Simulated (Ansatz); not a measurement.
Reaction (cleavage of the B–Ge bond): `[BH2][GeH2][Cl]` + `[CH3][GeH]([NH2])[F]` → `B[NH][GeH]([CH3])[F]` + `[Cl][GeH3]`

Isolated molecules relaxed with PBE0-D4/def2-TZVP in Ansatz; ΔE leaves out vibrations. CCSD(T)/CBS is the MP2 limit (def2-TZVPP, def2-QZVPP) plus CCSD(T) − MP2 in def2-TZVPP, frozen cores. Functionals use def2-TZVPP. B3LYP here is the variant with VWN-RPA as its local correlation; programs differ in this. For Ge outer-core shells are correlated without core-valence functions, which leaves a few kJ/mol of doubt a bond. Scalar relativity is left out up to krypton. Each species was taken in one conformer, which may not be the lowest.

`[BH2][GeH2][Cl]`:

Cartesian coordinates in Å:
```
B 0.833 -0.629 -0.752
Ge -0.392 0.381 0.551
Cl -2.349 0.716 -0.321
H 1.949 -0.884 -0.411
H 0.455 -0.962 -1.832
H -0.644 -0.399 1.853
H 0.148 1.777 0.912
```

`[CH3][GeH]([NH2])[F]`:

```xyz
10

C    -1.340   -0.630   -0.016
Ge    0.091    0.666    0.024
N     1.671   -0.149    0.397
F     0.122    1.378   -1.582
H    -2.276   -0.144   -0.292
H    -1.118   -1.401   -0.756
H    -1.454   -1.099    0.961
H    -0.075    1.860    0.974
H     2.473    0.460    0.472
H     1.906   -0.941   -0.182
```

`B[NH][GeH]([CH3])[F]`:

Cartesian coordinates in Å:
```
B 0.126 -1.676 1.640
N 0.054 -0.382 1.122
Ge 0.532 0.112 -0.582
C -0.725 1.367 -1.341
F 2.035 0.990 -0.441
H -0.206 -1.883 2.772
H 0.515 -2.563 0.933
H -0.270 0.357 1.730
H 0.835 -1.162 -1.374
H -0.369 1.708 -2.313
H -1.703 0.899 -1.463
H -0.824 2.232 -0.683
```

`[Cl][GeH3]`:

Z-matrix (Å, degrees):
```
Ge
Cl 1 2.155
H 1 1.532 2 107.1
H 1 1.532 2 107.1 3 -120.0
H 1 1.532 2 107.1 3 120.0
```

```tsv
level	ΔE (kJ/mol)
B3LYP	-151.7
r2SCANh	-150.4
```

Q: What does CCSD(T)/CBS give? (An estimate is asked.)

A: Ansatz gave: -147.1 kJ/mol. The listed levels differ from it by -4.6, -3.3 kJ/mol.

Largest T1 diagnostic among the species: 0.012.

At CCSD(T), def2-SVP lies −26.3 kJ/mol from the extrapolated value and def2-TZVPP −4.2 kJ/mol. Leaving LDA and LC-ωPBE aside and taking each functional with its dispersion term where it has one, the values, not all of them listed here, spread over 9.9 kJ/mol, from CAM-B3LYP-D4 to revPBE-D4. LDA lies −12.7 kJ/mol from PBE without D4.
